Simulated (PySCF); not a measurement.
**Krypton: a sound run and one with changed settings**

Sound run: Kr [Kr], Kr⁺ [Ar] 3d10 4s2 4p5. All numbers are calculated (PySCF 2.14, no relativity, point nucleus, in pcseg-2 (6s5p3d1f, 43 functions)). In the sound run the correlated levels freeze [Ar] 3d10. The sound run starts from symmetry-adapted Hartree-Fock orbitals and uses a fine grid where one is needed.

Changed run: a valence shell is frozen. This setting is unsound on purpose.

```tsv
species	method	sound run (hartree)	changed run (hartree)	converged
Kr	MP2	-2752.19482	-2752.14843	yes
Kr	CCSD(T)	-2752.21595	-2752.15850	yes
Kr⁺	MP2	-2751.67961	-2751.62827	yes
Kr⁺	CCSD(T)	-2751.70395	-2751.63915	yes
```

Ionisation energy of Kr:

```
 method  sound run (eV)  changed run (eV)
    UHF          13.092            13.092
    MP2          14.020            14.154
SCS-MP2          13.934            14.102
   CCSD          13.896            14.081
CCSD(T)          13.932            14.132
```

Freezing a valence shell removes pair correlation that changes on ionisation.

For comparison, NIST gives 14.000 eV between the lowest levels.
